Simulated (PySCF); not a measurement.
Species: CH5NOSn.
Numbering: `[NH2:1][SnH2:2][CH:3]=[O:4]` (hydrogens: H5, H6 on N1; H7, H8 on Sn2; H9 on C3)

Computed by this run: PBE0-D3(BJ)/def2-SVP geometry optimisation, gas phase, def2 core potentials past Kr (PySCF); density fitting, grid level 1; the optimiser is geomeTRIC in internal coordinates, started from a GFN2-xTB structure with every atom displaced at random (about 0.01 Å).

The end geometry, which sets the zero of energy:
```
atom  x, y, z in Å
N1     -1.5125   -0.7011   -0.4542
Sn2    -0.0898    0.7138   -0.0421
C3      1.7567   -0.4428    0.3570
O4      2.6777    0.0014    0.9823
H5     -2.2824   -0.3382   -1.0134
H6     -1.9202   -1.1306    0.3742
H7     -0.4341    1.7276    1.3059
H8      0.0667    1.6392   -1.4767
H9      1.7962   -1.4864   -0.0667
```

**Question.** These geometries come from the run, each turned onto the end geometry. Order them by energy, lowest first.
A.
```
atom  x, y, z in Å
N1     -1.5148   -0.6981   -0.4212
Sn2    -0.0828    0.7279   -0.0824
C3      1.7493   -0.4420    0.3518
O4      2.4918   -0.1763    1.2542
H5     -2.3211   -0.3410   -0.9310
H6     -1.8685   -1.1243    0.4340
H7     -0.3945    1.7816    1.2419
H8      0.0483    1.5821   -1.5641
H9      1.9507   -1.3272   -0.3168
```
B.
```
atom  x, y, z in Å
N1     -1.5323   -0.7046   -0.4219
Sn2    -0.0883    0.6996   -0.0521
C3      1.7701   -0.4389    0.3491
O4      2.6093   -0.0514    1.1122
H5     -2.2784   -0.3575   -1.0218
H6     -1.9699   -1.0735    0.4204
H7     -0.4050    1.7265    1.2918
H8      0.0525    1.5954   -1.5083
H9      1.9002   -1.4129   -0.2031
```
C.
```
atom  x, y, z in Å
N1     -1.5484   -0.6691   -0.4574
Sn2    -0.0652    0.7188   -0.1167
C3      1.7556   -0.4614    0.3631
O4      2.3767   -0.2235    1.3553
H5     -2.4267   -0.2298   -0.7319
H6     -1.7541   -1.2671    0.3463
H7     -0.3806    1.8365    1.1606
H8      0.0587    1.5763   -1.6116
H9      2.0422   -1.2980   -0.3414
```
D.
```
atom  x, y, z in Å
N1     -1.5348   -0.6740   -0.4536
Sn2    -0.0803    0.7321   -0.1176
C3      1.7313   -0.4504    0.3602
O4      2.3928   -0.2293    1.3351
H5     -2.4157   -0.2706   -0.7688
H6     -1.7435   -1.2283    0.3755
H7     -0.3863    1.8159    1.1851
H8      0.0869    1.5715   -1.6051
H9      2.0079   -1.2842   -0.3444
```
E.
```
atom  x, y, z in Å
N1     -1.4627   -0.6681   -0.4276
Sn2    -0.0706    0.7583   -0.0612
C3      1.7061   -0.4656    0.3729
O4      2.4828   -0.3335    1.3097
H5     -2.3762   -0.2929   -0.7618
H6     -1.6835   -1.2796    0.3228
H7     -0.4651    1.9436    1.1212
H8      0.0377    1.5666   -1.5541
H9      1.8899   -1.2461   -0.3555
```

**Answer.** B (0.003 eV), A (0.007 eV), D (0.014 eV), C (0.027 eV), E (0.140 eV).

In the order of the answer:

| step | E above end (eV) | largest force (eV/Å) | rms force component (eV/Å) | rms distance from end (Å) | rms bond change (Å) | bond most changed (Å) |
| --- | --- | --- | --- | --- | --- | --- |
| 15 | 0.003 | 0.03 | 0.010 | 0.090 | 0.001 | Sn2–H8 +0.001 |
| 9 | 0.007 | 0.03 | 0.012 | 0.179 | 0.001 | Sn2–C3 +0.002 |
| 5 | 0.014 | 0.04 | 0.012 | 0.258 | 0.001 | N1–Sn2 +0.002 |
| 1 | 0.027 | 0.46 | 0.140 | 0.274 | 0.007 | Sn2–H8 +0.014 |
| 0 | 0.140 | 2.79 | 0.853 | 0.272 | 0.024 | C3–H9 -0.044 |

What follows is the cost of the whole optimisation. The run took 72 s wall on one thread, Arm Neoverse V2 (aarch64), no GPU, shared host, and the process peaked at 0.39 GiB of memory.
